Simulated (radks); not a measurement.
The numbers below are computed, except where a source is named.
Effect of the nuclear size on neutral argon, [Ar]. Level of theory: Dirac Kohn-Sham, relativistic LDA (MacDonald-Vosko exchange, VWN5 correlation), spin-unpolarised, spherical densities, finite nucleus; Fermi nuclear charge, rms radius 3.4274 fm (a radial shooting solver on a logarithmic mesh with Libxc functionals). The rms radius is varied about that value; shifts are against it.

rms radius (fm)  total energy shift (eV)  density at nucleus (e/bohr^3)  1s1/2 shift (meV)  2s1/2 shift (meV)
2.8482                          -0.00570                           4309              -2.40             -0.182
3.1361                          -0.00300                           4300              -1.26             -0.095
3.4274                                 0                           4292              0.000              0.000
3.6913                           0.00294                           4285               1.24              0.094
3.7838                           0.00402                           4283               1.69              0.128

Slopes of the eigenvalues against <r^2> in GHz/fm^2, as finite differences over the two radii next to the reference (eigenvalue slopes, not the field-shift constants of lines): 1s1/2 159, 2s1/2 12.1.
